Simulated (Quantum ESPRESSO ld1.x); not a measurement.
Results of a calculation; reference values are marked as such.
Problem. Sn2+, 48 electrons, occupied as [Kr] 4d10 5p2 (not the ground configuration). Code: ld1.x of Quantum ESPRESSO 7.5. Model: scalar-relativistic Kohn-Sham, LDA (Slater exchange, Perdew-Zunger correlation), spin-polarised, spherical densities, point nucleus; open shells are filled with parallel spins first. Some entries of the table are withheld. Estimate them.

orbital  occ.  eigenvalue (eV)  <r^2> (bohr^2)
1s up       1         -29000.8        0.001145
1s down     1         -29000.8        0.001145
2s up       1         -4396.33         0.01860
2s down     1         -4396.31         0.01860
2p up       3         -3951.10         0.01467
2p down     3         -3951.06         0.01467
3s up       1         -864.381          0.1321
3s down     1         -864.330          0.1321
3p up       3         -718.872          0.1327
3p down     3         -718.816          0.1327
3d up       5         -494.167          0.1177
3d down     5         -494.116          0.1177
4s up       1              (1)             (2)
4s down     1              (3)             (4)
4p up       3         -110.003          0.8961
4p down     3         -109.871          0.8936
4d up       5         -46.2010           1.408
4d down     5         -45.8961           1.381
5p up       2         -20.2050           7.520
5p down     0         -18.4175           7.658

Solution. 
(1) 4s up eigenvalue (eV): -154.112
(2) 4s up <r^2> (bohr^2): 0.7579
(3) 4s down eigenvalue (eV): -154.002
(4) 4s down <r^2> (bohr^2): 0.7572
